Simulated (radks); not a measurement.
The numbers below are computed, except where a source is named.
Pt2+, 76 electrons, occupied as [Xe] 4f14 5d8.

Level of theory: Dirac Kohn-Sham, PBE, spin-unpolarised, spherical densities, finite nucleus; open shells fill j = l - 1/2 first; Fermi nuclear charge, rms radius 5.427 fm (a radial shooting solver on a logarithmic mesh with Libxc functionals).

Energy parts (hartree):
| part | energy |
|---|---|
| total | -18441.8514 |
| kinetic | 21086.5683 |
| electron-nucleus | -46301.7989 |
| Hartree | 7129.9252 |
| exchange-correlation | -356.5460 |

Orbitals (lengths in bohr, moments of r in powers of bohr):
orbital,occ.,eigenvalue (hartree),<r^2>,small-component weight
1s1/2,2,-2877.216,0.0004063,8.74e-02
2s1/2,2,-505.7188,0.006146,2.00e-02
2p1/2,2,-484.8712,0.004356,2.01e-02
2p3/2,4,-421.3371,0.005546,1.79e-02
3s1/2,2,-119.3635,0.03995,6.66e-03
3p1/2,2,-109.9731,0.03647,6.61e-03
3p3/2,4,-96.00702,0.04292,5.98e-03
3d3/2,4,-80.31977,0.03299,5.86e-03
3d5/2,6,-77.30935,0.03474,5.69e-03
4s1/2,2,-26.24606,0.1946,2.24e-03
4p1/2,2,-22.25581,0.1989,2.15e-03
4p3/2,4,-18.92991,0.2321,1.91e-03
4d3/2,4,-12.38267,0.2467,1.71e-03
4d5/2,6,-11.76410,0.2586,1.65e-03
5s1/2,2,-4.49213,1.019,5.51e-04
4f5/2,6,-3.40240,0.3200,1.27e-03
4f7/2,8,-3.27546,0.3293,1.24e-03
5p1/2,2,-3.21817,1.205,4.69e-04
5p3/2,4,-2.66708,1.445,3.97e-04
5d3/2,4,-0.98012,2.735,2.19e-04
5d5/2,4,-0.92503,2.937,2.04e-04

The highest occupied level is 5d5/2 at -25.171 eV. Summed over all electrons, <r^2> = 42.43 bohr^2, which gives a Langevin (diamagnetic) susceptibility term of -33.6 x 10^-6 cm^3/mol. The electron density at the nucleus is 1.974e+06 e/bohr^3. For comparison, the ionisation energy in NIST's Atomic Spectra Database is 29 eV (theoretical). In exact Kohn-Sham theory the highest level is minus the ionisation energy, but local and semilocal functionals leave it too shallow, through self-interaction and a potential that decays too fast; potentials with the right tail come closer. The density falls to 0.001 e/bohr^3 at r = 3.56 bohr.

Beside tabulated values, note that spin-unpolarised runs miss the spin-polarisation part of the exchange energy of open shells.
